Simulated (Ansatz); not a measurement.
Geometry optimisation, RKS BHLYP-D4/def2-SVP in Ansatz 0.2.0.

The input (input.yaml):

```yaml
crystal:
  periodic: [false, false, false]
  atoms:
    - { symbol: Si, position_ang: [0.094081, 0.0, 0.203737] }
    - { symbol: H, position_ang: [0.115696, 0.0, 1.651483] }
    - { symbol: Cl, position_ang: [2.17157, 0.0, 0.044701] }
    - { symbol: Cl, position_ang: [-0.730323, 1.662149, -0.624061] }
    - { symbol: Cl, position_ang: [-0.730323, -1.662149, -0.624061] }
basis:
  gaussian: { orbitals: def2-SVP }
hamiltonian:
  xc: { name: BHLYP }
  dispersion: d4
relax:
  f_tol: 0.03
  max_steps: 50
output:
  orbitals: {}
```

Launched with:

```bash
$ ansatz run input.yaml --threads 1 --pin off --max-ram 2048MiB --backend cpu --events-out ev --progress --plain --runs-dir out
```

Where does it end, and by what steps?

The forces met the threshold. After 4 steps the energy has fallen by 0.196 eV; H2 moved furthest, 0.20 Å.

| step | energy less start (eV) | largest force component (eV/Å) | accepted |
| --- | --- | --- | --- |
| 0 | 0.0000 | 1.404 | yes |
| 1 | -0.1785 | 0.532 | yes |
| 2 | -0.1905 | 0.476 | yes |
| 3 | -0.1964 | 0.085 | yes |
| 4 | -0.1965 | 0.010 | yes |

```xyz
5
Properties=species:S:1:pos:R:3
Si 0.164 0.000 0.249
H -0.079 0.000 1.691
Cl 2.172 0.000 -0.111
Cl -0.669 1.663 -0.589
Cl -0.669 -1.663 -0.589
```

Whether the end is a true minimum wasn't checked by a vibrational analysis.

Time of the run: 16 s on 1 thread of Intel(R) Xeon(R) Platinum 8488C (Sapphire Rapids), on a shared host, peak memory 0.18 GiB.
